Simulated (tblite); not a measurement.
Compound: C₄H₄FOS (doublet state).
Numbering: `[O:1]=[S@@:2]1[C:3]=[CH:4][C@@H:5]([F:6])[CH2:7]1` (hydrogens: H8 on C4; H9 on C5; H10, H11 on C7)

Computed geometry: GFN2-xTB, gas phase. This method treats the open shell by occupation alone, without spin polarisation.

Question: Give the optimised bond lengths and angles.

Answer: 
| bond | length (pm) |
| --- | --- |
| O1=S2 | 146.0 |
| S2–C3 | 181.7 |
| C3=C4 | 130.2 |
| C4–C5 | 152.3 |
| C5–F6 | 137.5 |
| C5–C7 | 152.3 |
| S2–C7 | 187.8 |
| C4–H8 | 107.7 |
| C5–H9 | 109.8 |
| C7–H10 | 108.9 |
| C7–H11 | 108.7 |

A selection of angles:
| angle | degrees |
| --- | --- |
| O1–S2–C3 | 105.2 |
| O1–S2–C7 | 105.5 |
| C3–S2–C7 | 87.7 |
| S2–C3–C4 | 115.9 |
| C3–C4–C5 | 114.8 |
| C3–C4–H8 | 127.1 |
| C5–C4–H8 | 118.1 |
| C4–C5–F6 | 110.6 |
| C4–C5–C7 | 107.2 |
| C4–C5–H9 | 109.5 |
| F6–C5–C7 | 110.6 |
| F6–C5–H9 | 106.3 |
| C7–C5–H9 | 112.7 |
| C5–C7–H10 | 109.7 |
| C5–C7–H11 | 113.8 |
| S2–C7–C5 | 107.3 |
| S2–C7–H10 | 106.7 |
| S2–C7–H11 | 108.7 |
| H10–C7–H11 | 110.3 |

Dihedral angles: O1–S2–C3–C4 -90°; S2–C3–C4–C5 -3° (synperiplanar); C3–C4–C5–F6 -137° (anticlinal); C4–C5–C7–S2 26° (synperiplanar); O1–S2–C7–C5 82° (synclinal).

The C–C distances run from 1.302 Å (C3=C4, drawn double) to 1.523 Å (C4–C5, drawn single), a spread of 0.221 Å. The C–S distances run from 1.817 Å (S2–C3, drawn single) to 1.878 Å (S2–C7, drawn single), a spread of 0.061 Å. S2 (sulfur bonded to 2 C and O) is pyramidal (angles 105.5°, 105.2° and 87.7°, sum 298.4°, 0.78 Å off the plane of its three neighbours). The 5-membered ring S2–C3–C4–C5–C7 has internal angles of 87.7° to 115.9°; it is puckered, 0.13 Å rms from its mean plane, widest ring torsion 26°. C4 (carbon bonded to 2 C and H) is planar (angles 127.1°, 118.1° and 114.8°, sum 360.0°, 0.00 Å off the plane of its three neighbours).

Point group: C1 (no symmetry element, even within 0.4 Å). Its GFN2-xTB frequencies are all real (lowest 59 cm⁻¹). 3 starts were optimised and ended at 0.00, 0.02 and 0.34 kcal/mol (GFN2-xTB); the lowest of these is shown.

Time: 0.58 s wall. Hardware: Intel Xeon at 2.50 GHz, one thread, shared host with 64 logical CPUs at a one-minute load of 62. That covers the optimisation of the geometry.

One conformer stands for the species.
